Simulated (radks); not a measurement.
Task: Ag11+, configuration [Ar] 3d10 4s2 4p(1/2: 2, 3/2: 3) 4d(3/2: 1, 5/2: 0) (not the ground configuration). Method: Dirac Kohn-Sham, BLYP, spin-unpolarised, spherical densities, finite nucleus; Fermi nuclear charge, rms radius 4.5454 fm; computed with a radial shooting solver on a logarithmic mesh with Libxc functionals. Some entries of the table are withheld. Estimate them.

orbital,occ.,eigenvalue (hartree),<1/r> (bohr^-1),r(max) (bohr)
1s1/2,2,-939.0654,49.44,0.02015
2s1/2,2,(1),11.39,0.1141
2p1/2,2,-135.9521,11.37,0.08817
2p3/2,4,-129.5039,10.68,0.09242
3s1/2,2,-33.48918,(2),0.3322
3p1/2,2,-29.65115,3.906,0.3184
3p3/2,4,-28.50233,3.739,0.3283
3d3/2,4,-21.72477,(3),0.2707
3d5/2,6,-21.49175,(4),0.2736
4s1/2,2,-11.10838,1.651,0.7949
4p1/2,2,-9.79239,1.565,0.8185
4p3/2,3,-9.54952,1.519,0.8383
4d3/2,1,-7.39223,1.351,0.8908
4d5/2,0,-7.34993,1.341,0.8968

Result: 
(1) 2s1/2 eigenvalue (hartree): -145.6113
(2) 3s1/2 <1/r> (bohr^-1): 3.998
(3) 3d3/2 <1/r> (bohr^-1): 3.581
(4) 3d5/2 <1/r> (bohr^-1): 3.537
